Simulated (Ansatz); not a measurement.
Stepwise reaction of `[OH][GeH]([Cl])[Cl]` with water, as a gas-phase model of exchange steps in deposition or etching. ΔE in kJ/mol; ΔG adds harmonic PBE0-D4 terms to CCSD(T)/CBS, at 1 bar.

Isolated molecules relaxed with PBE0-D4/def2-TZVP in Ansatz; ΔE leaves out vibrations. CCSD(T)/CBS is the MP2 limit (def2-TZVPP, def2-QZVPP) plus CCSD(T) − MP2 in def2-TZVPP, frozen cores. This one scheme is used for every species. DFT in def2-TZVPP. B3LYP here is the variant with VWN-RPA as its local correlation; programs differ in this. For Ge outer-core shells are correlated without core-valence functions, which leaves a few kJ/mol of doubt a bond. Scalar relativity is left out up to krypton. One conformer a species, not always the lowest.

```json
{"step": "1", "reaction": "`[OH][GeH]([Cl])[Cl]` + H₂O → `[OH][GeH]([OH])[Cl]` + HCl", "PBE-D4": "37.0", "B3LYP-D4": "34.6", "ωB97M-V": "33.8", "CCSD(T)/CBS": "33.7", "ΔG(400 K)": "28.1"}
{"step": "2", "reaction": "`[OH][GeH]([OH])[Cl]` + H₂O → `[OH][GeH]([OH])[OH]` + HCl", "PBE-D4": "42.2", "B3LYP-D4": "38.8", "ωB97M-V": "37.9", "CCSD(T)/CBS": "37.3", "ΔG(400 K)": "31.0"}
```

Question: By hand: ΔE of the 2 steps together at CCSD(T)/CBS.

Answer: (33.7) + (37.3) = 71.0 kJ/mol, or 35.5 kJ/mol a step.

In ΔE the steps differ by no more than 3.6 kJ/mol. All are uphill at CCSD(T)/CBS. ΔG lies between 28.1 and 31.0 kJ/mol a step. PBE-D4 differs from CCSD(T)/CBS by 3.3 to 4.9 kJ/mol a step. Isolated molecules leave out the surface, adducts and barriers. Largest T1 diagnostic: 0.012.
